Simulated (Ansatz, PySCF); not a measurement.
Bi(OH)2(OMe) (CH5BiO3), SMILES [Bi]([OH])([OH])[O]C.

The structure is a stationary point at PBE0-D3(BJ)/def2-SVP. The structure was generated by enumeration; whether it is a known compound was not checked. The def2 effective core potentials stand for the cores of Bi; spin–orbit coupling is left out. Other conformers were not sampled.

Vertical ionisation energy (IE) and electron affinity (EA) in eV. Rows of orbital energies are one-electron estimates. Where ΔSCF, EOM or ADC give a negative EA the extra electron is unbound and the value depends on the basis.

```
level                                                                       IE     EA
------------------------------------------------------------------------  ----  -----
−ε(HOMO), −ε(LUMO), M06-2X/def2-TZVP (PySCF)                               [?]    [?]
−ε(HOMO), −ε(LUMO), PBE/def2-TZVP (PySCF)                                 6.11   1.75
ΔSCF, CAM-B3LYP/def2-SVPD (Ansatz), final states of multiplicity 2 and 2  9.90  -0.43
ΔSCF, PBE/def2-SVPD (Ansatz), final states of multiplicity 2 and 2        9.33  -0.46
```

What belongs in the gaps? (Estimate from the structure and the level; the computed values follow.)


- −ε(HOMO), −ε(LUMO), M06-2X/def2-TZVP (PySCF), IE: 9.23
- −ε(HOMO), −ε(LUMO), M06-2X/def2-TZVP (PySCF), EA: 0.27

What vertical singlet–triplet gap does ΔSCF give with CAM-B3LYP/def2-SVPD (Ansatz, a quantum-chemistry and plane-wave program) and with PBE/def2-SVPD (Ansatz)? (The exact figures need the calculation; the answer reports its results.)

5.18 and 4.62 eV (triplet above singlet where positive).
